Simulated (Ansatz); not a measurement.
Li₂+, multiplicity 2 (lowest of 2S+1 = 2, 4 at CCSD(T)/def2-TZVPP on PBE0 minima; our sources give no spin for the ground state, which may be another), most abundant isotopes (7.0160 and 7.0160 u). Constants from fifth-degree fits in 1/R to seven points on the lowest solution found; no spin–orbit coupling, no relativity up to Kr; ω_e x_e and α_e move by some per cent with the fit.

Frozen-core correlation. CBS(a, b) extrapolates the correlation energy as X⁻³ and adds the Hartree–Fock energy of set b.

The values were computed with Ansatz (an electronic-structure program). 

```
level                                  r_e (Å)  ω_e (cm⁻¹)  ω_e x_e (cm⁻¹)  α_e (cm⁻¹)
-------------------------------------  -------  ----------  --------------  ----------
PBE/def2-TZVPP                          3.1702       233.5            2.09     0.00658
CCSD(T)/CBS(aug-cc-pVTZ, aug-cc-pVQZ)   3.1326       259.1            1.58     0.00531
```

Derive the rotational constants, the centrifugal constant, the fundamental, the zero-point energy and the force constant.


μ = 3.50800 u.
- PBE/def2-TZVPP: B_e = 16.8576/(μ r_e²) = 0.47816 cm⁻¹; B₀ = B_e − α_e/2 = 0.47487 cm⁻¹; D = 4B_e³/ω_e² = 8.02e-06 cm⁻¹; fundamental ω_e − 2ω_e x_e = 229 cm⁻¹; zero-point energy ω_e/2 − ω_e x_e/4 = 116 cm⁻¹; k = μ(2πcω_e)² = 11.3 N/m
- CCSD(T)/CBS(aug-cc-pVTZ, aug-cc-pVQZ): B_e = 16.8576/(μ r_e²) = 0.48969 cm⁻¹; B₀ = B_e − α_e/2 = 0.48704 cm⁻¹; D = 4B_e³/ω_e² = 7.00e-06 cm⁻¹; fundamental ω_e − 2ω_e x_e = 256 cm⁻¹; zero-point energy ω_e/2 − ω_e x_e/4 = 129 cm⁻¹; k = μ(2πcω_e)² = 13.9 N/m
